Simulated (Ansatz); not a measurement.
Geometry optimisation, Ansatz 0.2.0, RKS PBE0/6-31G*.

Input:

```yaml
crystal:
  periodic: [false, false, false]
  atoms:
    - { symbol: C, position_ang: [-1.8478, 0.0043, -0.5764] }
    - { symbol: B, position_ang: [-0.4892, -0.6816, -0.6364] }
    - { symbol: "N", position_ang: [-0.1213, -1.47, -1.8857] }
    - { symbol: Si, position_ang: [0.8113, -0.5364, 0.8682] }
    - { symbol: Si, position_ang: [1.2512, 1.5921, 1.1912] }
    - { symbol: H, position_ang: [-2.7032, -0.6879, -0.7034] }
    - { symbol: H, position_ang: [-1.9322, 0.7858, -1.4134] }
    - { symbol: H, position_ang: [-1.9877, 0.5963, 0.3714] }
    - { symbol: H, position_ang: [-0.24966, -0.76566, -2.6742] }
    - { symbol: H, position_ang: [-0.91051, -2.17226, -2.0135] }
    - { symbol: H, position_ang: [0.0824, -1.0942, 2.0954] }
    - { symbol: H, position_ang: [1.9821, -1.296, 0.5945] }
    - { symbol: H, position_ang: [-0.0306, 2.3791, 1.4754] }
    - { symbol: H, position_ang: [2.1444, 1.7221, 2.367] }
    - { symbol: H, position_ang: [1.8881, 2.1258, 0.0052] }
basis:
  gaussian: { orbitals: "6-31G*" }
hamiltonian:
  xc: pbe0
relax:
  f_tol: 0.015
  max_steps: 40
output:
  orbitals: {}
```

Run as:

```bash
$ ansatz run input.yaml --threads 2 --pin off --max-ram 3072MiB --backend cpu --events-out ev --progress --plain --runs-dir out
```

Task: Where does it end, and by what steps?

Result: It converged. After 21 steps the energy has fallen by 1.889 eV; H9 moved furthest, 1.53 Å.

```csv
step,energy less start (eV),largest force component (eV/Å),accepted
0,0.0000,2.201,yes
1,-0.4531,0.792,yes
2,-0.4958,0.530,yes
3,-0.5789,0.749,yes
4,-0.7697,1.038,yes
5,-0.9761,1.498,yes
6,-1.2639,1.533,yes
7,-1.5596,1.037,yes
8,-1.7456,0.514,yes
9,-1.8440,0.389,yes
10,-1.8674,0.124,yes
11,-1.8314,0.902,no
12,-1.8740,0.111,yes
13,-1.8825,0.041,yes
14,-1.8803,0.405,no
15,-1.8859,0.017,yes
16,-1.8871,0.097,yes
17,-1.8876,0.073,yes
18,-1.8882,0.051,yes
19,-1.8886,0.041,yes
20,-1.8887,0.019,yes
21,-1.8888,0.004,yes
```

```xyz
15
Properties=species:S:1:pos:R:3
C -2.114 -0.064 -0.532
B -0.674 -0.696 -0.672
N -0.325 -1.413 -1.817
Si 0.737 -0.492 0.780
Si 1.362 1.739 1.127
H -2.768 -0.264 -1.392
H -2.055 1.025 -0.405
H -2.621 -0.438 0.367
H 0.577 -1.843 -1.963
H -0.965 -1.555 -2.588
H 0.250 -1.012 2.097
H 1.985 -1.261 0.461
H 0.175 2.571 1.487
H 2.363 1.880 2.226
H 1.960 2.326 -0.109
```

Time of the run: 89 s on 2 threads of AMD EPYC 7R43 64-Core Processor (Zen 3), on a shared host, peak memory 0.25 GiB.
